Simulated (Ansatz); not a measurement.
Exact exchange and the electronic atomisation energy of SnS

SnS has 2 atoms, charge 0, and is taken as a singlet. As SMILES, `[S][Sn]`. The bond length is the measured one.

The electronic atomisation energy y, in eV, basis def2-TZVP with a core potential; a is the functional's share of exact exchange. Programs: Ansatz 0.2.0.

| functional | program | a | y (eV) |
| --- | --- | --- | --- |
| PBE | Ansatz | 0 | 5.33 |
| r2SCAN | Ansatz | 0 | 5.13 |
| B3LYP | Ansatz | 0.2 | 4.97 |
| r2SCAN0 | Ansatz | 0.25 | ? |
| PBE0 | Ansatz | 0.25 | 4.98 |
| BHLYP | Ansatz | 0.5 | 4.54 |

Problem. Fit y = c + s·a to the known rows and predict r2SCAN0.

Solution. 
1. Means of the 5 rows: a = 0.1900, y = 4.990.
2. Σ(Δa)² = 0.172, Σ(Δa·Δy) = -0.2315, so the slope is -0.2315/0.172 = -1.3459.
3. Intercept: 4.990 − (-1.3459) × 0.1900 = 5.246. The largest residual of the fit is 0.12.
4. r2SCAN0: 5.246 + (-1.3459) × 0.25 = 4.91 eV.

The run gave 4.81 eV, so the prediction is off by +0.10 eV, within the scatter of the fit. The rows mix families of semi-local functionals, which the line can't see. Spin-orbit coupling is left out.
